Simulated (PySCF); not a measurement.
Compound: C₅H₇FNP.
SMILES: `C#C/P=C(\F)N(C)C`

Torsions of this conformer, `[CH:1]#[C:2]/[P:3]=[C:4](\[F:5])[N:6]([CH3:7])[CH3:8]`: P3–C4–N6–C7 0°.

The closed-shell ground state was solved at several levels (PySCF, density fitting, gas phase, non-relativistic). Geometry: PBE0-D3(BJ)/def2-SVP; no solvent, vibrations or thermal averaging.

```csv
level,basis functions,total energy (Eh),HOMO (eV),LUMO (eV),gap (eV),dipole (D)
PBE0/pcSseg-1,178,-690.0154,-5.61,-0.77,4.84,4.56
CAM-B3LYP/def2-SVPD,223,-690.0888,-6.74,0.21,6.95,4.26
```

Task: What might wB97X-D/pcSseg-1 (178 basis functions) give for the same quantities?

Result: Total energy -690.4163 Eh, HOMO -7.30 eV, LUMO 0.91 eV, gap 8.21 eV, dipole 4.58 D.

Task: Over all these levels, which gives the widest orbital gap and which the narrowest?

Result: wB97X-D/pcSseg-1 (range-separated hybrid) has the widest, 8.21 eV, and PBE0/pcSseg-1 (global hybrid, 25 % exact exchange) the narrowest, 4.84 eV. The two share the basis. From the narrowest to the widest the HOMO moves by -1.69 eV and the LUMO by +1.68 eV.

Task: How far do the dipole and the HOMO energy spread over the levels?

Result: The dipole runs from 4.26 to 4.58 D (mean 4.47 D) and the HOMO from -7.30 to -5.61 eV.

The pairwise dispersion term of wB97X-D wasn't added to the energies; at a given geometry it leaves orbitals and properties as they are.
